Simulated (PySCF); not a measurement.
## Predicted spectroscopic data

- structure optimised with GFN2-xTB
- σ from GIAO-PBE0/pcSseg-1
- program: PySCF
- single conformer, no relativistic terms, gas phase, averaged over atoms made equivalent by symmetry, fast rotation or ring inversion

Shifts are taken against calculated references (same method and geometry level): TMS for ¹H (σ = 31.72 ppm) and ¹³C (σ = 186.93 ppm). Splittings of carbon signals by F and P are missing where no couplings were computed. Where no couplings were computed, multiplicities follow the n + 1 count of equivalent neighbours, and m marks all less simple cases (inequivalent or close neighbours, rings, F or P nearby). Shifts are as computed. Against solution values, carbons near 30 ppm lie about +3 ppm off and those near 130 ppm about +5 ppm; carbons on Cl a further +6 ppm. Of 1211 compounds with measured shifts, 218 miss one by over three times the rms of a fit or turn the order of signals round; such compounds aren't used in these exercises. Carbons bonded to Cl come out too deshielded.

Compound 1 (C4H9FSi2). ¹H NMR (600 MHz, computed): δ 5.91 (m, 1H), 5.84 (m, 1H), 5.84 (m, 1H), 3.89 (d, 3H), 2.75 (m, 1H), 1.91 (m, 1H), 1.50 (m, 1H). ¹³C{¹H} NMR (computed): δ 169.7, 133.7, 26.0, 23.1. Structure: SMILES C=C1[C@@H]([SiH3])C[Si@H]1F.

Compound 2 (C7H9Cl). ¹H NMR (600 MHz, computed): δ 7.08 (m, 1H), 6.23 (d, 1H), 5.46 (m, 1H), 5.41 (m, 1H), 4.99 (m, 1H), 3.00 (m, 1H), 2.72 (m, 1H), 2.67 (m, 1H), 2.30 (m, 1H). ¹³C{¹H} NMR (computed): δ 150.5 (C), 140.6 (CH), 138.6 (CH), 124.3 (CH2), 58.9 (CH), 31.1 (CH2), 27.8 (CH2). Structure: SMILES C=C/C=C1/CC[C@@H]1Cl.

Compound 3 (C8H7ClO). ¹H NMR (600 MHz, computed): δ 8.54 (d, 2H), 7.61 (d, 2H), 2.59 (s, 3H). ¹³C{¹H} NMR (computed): δ 176.2, 153.7, 140.0, 134.5, 133.5, 24.5. Structure: 4-methylbenzoyl chloride (SMILES Cc1ccc(C(=O)Cl)cc1).
